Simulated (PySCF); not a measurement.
K3N: breathing scan

Level of theory: PySCF, PBE0, basis N def2-TZVP, K def2-TZVP (no relativity, density fitting).

Rigid scan from the singlet minimum (K–K 4.195 Å (×3), N–K 2.422 Å (×3); K–K–K 60.0° (×3), K–K–N 30.0° (×6), K–N–K 120.0° (×3)). Coordinate: all bonds to the central atom scaled together. Energies in kJ/mol from the minimum.

Question: Predict the curve at 0.88, 0.92, 0.96, 1.00, 1.04, 1.08, 1.14, 1.22, 1.35.

Answer: 
| scale of all bonds to the centre | E (kJ/mol) |
| --- | --- |
| 0.88 | 101.6 |
| 0.92 | 39.6 |
| 0.96 | 8.7 |
| 1.00 | 0.0 |
| 1.04 | 6.9 |
| 1.08 | 24.5 |
| 1.14 | 63.1 |
| 1.22 | 125.4 |
| 1.35 | 229.7 |

At long bonds a restricted determinant can lie too high, and another spin state can fall below this curve.

The scan took roughly 100 core-seconds on a shared host.
